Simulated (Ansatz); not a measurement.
Ansatz (an electronic-structure program) input (B2GP-PLYP/def2-TZVPD):

Ansatz 0.2 input:
```yaml
crystal:
  periodic: [false, false, false]
  atoms:
    - {symbol: Si, position_ang: [-0.01992572, -0.31729695, -0.10526848]}
    - {symbol: Cl, position_ang: [0.03226839, 1.36576174, -1.30869001]}
    - {symbol: Cl, position_ang: [0.07298909, 0.31035707, 1.86476996]}
    - {symbol: C, position_ang: [-1.63507321, -1.18863320, -0.37432573]}
    - {symbol: C, position_ang: [1.47548584, -1.35263394, -0.46878140]}
    - {symbol: H, position_ang: [-2.47184090, -0.52873731, -0.14412557]}
    - {symbol: H, position_ang: [-1.72314627, -1.50865267, -1.41442929]}
    - {symbol: H, position_ang: [-1.70154849, -2.06842685, 0.26873642]}
    - {symbol: H, position_ang: [1.46635347, -1.67681547, -1.51128208]}
    - {symbol: H, position_ang: [1.48795125, -2.23658965, 0.17188362]}
    - {symbol: H, position_ang: [2.38933801, -0.78503752, -0.29174081]}
basis:
  gaussian:
    orbitals: def2-TZVPD
hamiltonian:
  xc: {name: B2GP-PLYP}
magnetization: {spin_polarized: false}
correlation: {electrons: outside_noble_gas}
```

Output:

```
Functional definition: B2GP-PLYP
integrals: 0.76 GiB planned
1716 factors; integrals over basis functions are off by at most 8.4e-4 eV
mean field: 1.80 GiB planned
mean field evaluation 1: about -35069.8627 eV, gradient 4.6e1 eV
mean field evaluation 2: about -35069.9462 eV, gradient 4.6e1 eV
mean field evaluation 4: about -35074.5875 eV, gradient 2.2e0 eV
mean field evaluation 8: about -35074.6055 eV, gradient 1.6e-1 eV
mean field evaluation 16: about -35074.6056 eV, gradient 4.5e-5 eV
mean field -35074.60562194 eV, -1288.9679821846 hartree, gradient 7.7e-6 eV, S^2 0.000000; 0 other end points of the search recorded, 0 dependent functions left out
17 core orbitals not correlated
reference -35074.60577959 eV, -1288.9679879783 hartree; 16, 16 occupied and 230, 230 virtual orbitals, 1716 factors
second order -26.23551088 eV of doubles, -0.00000000 eV of singles
Total energy: -35084.05056351 eV, -1289.3150773854 hartree
```
